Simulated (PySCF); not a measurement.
# Bond lengths and vibrations by method: CFH3OSi

Calculated results; nothing here was measured. They come from PySCF 2.14.0, an open-source quantum chemistry program, on an isolated molecule that a program drew, which may never have been made. The molecule is CFH3OSi (charge 0, singlet), drawn as the SMILES string `C[Si](=O)F`.

The geometry was optimised and harmonic frequencies were computed with HF and MP2, all in the cc-pV(D+d)Z basis, for the commonest isotopes, with a restricted reference for singlets and an unrestricted one otherwise, and a frozen core in MP2. Each result is a local minimum of its method.

Geometry at the HF minimum:
```xyz
7
CFH3OSi, angstrom
C    -0.0778    0.2175    0.4764
Si   -1.0439    1.2852    1.6218
O    -2.2088    0.9500    2.4844
F    -0.3962    2.7378    1.5442
H    -0.4532   -0.8042    0.4953
H    -0.1457    0.6140   -0.5398
H     0.9768    0.2284    0.7620
```

Lengths of the bonds as drawn, in Å (atoms numbered as above):
| bond | HF | MP2 |
|---|---|---|
| C1-Si2 | 1.840 | 1.849 |
| Si2-O3 | 1.488 | 1.529 |
| Si2-F4 | 1.592 | 1.619 |
| C1-H5 | 1.089 | 1.099 |
| C1-H6 | 1.093 | 1.103 |
| C1-H7 | 1.093 | 1.103 |

Rotational constants, in GHz:
| constant | HF | MP2 |
|---|---|---|
| A | 7.726 | 7.509 |
| B | 6.602 | 6.407 |
| C | 3.64 | 3.534 |

Harmonic frequencies in cm^-1, each column in rising order, so a row needn't be the same motion in every method:
```
rank,HF,MP2
1,82,85
2,256,243
3,340,307
4,373,338
5,723,692
6,828,767
7,870,812
8,949,894
9,1379,1251
10,1406,1287
11,1538,1443
12,1548,1452
13,3185,?
14,3265,3198
15,3307,3233
```

**Estimate the missing MP2 frequency from the HF column.**

A single factor s that minimises the squared misfit of MP2 against s times HF over the other rows is sum(HF x MP2) / sum(HF^2) = 0.9610, with an rms misfit of 39 cm^-1. For rank 13 it gives 0.9610 x 3185 = 3061 cm^-1. The calculation gives 3099 cm^-1, 38 cm^-1 above the estimate. The drawn bonds are on average 1.3 % longer in MP2 than in HF.
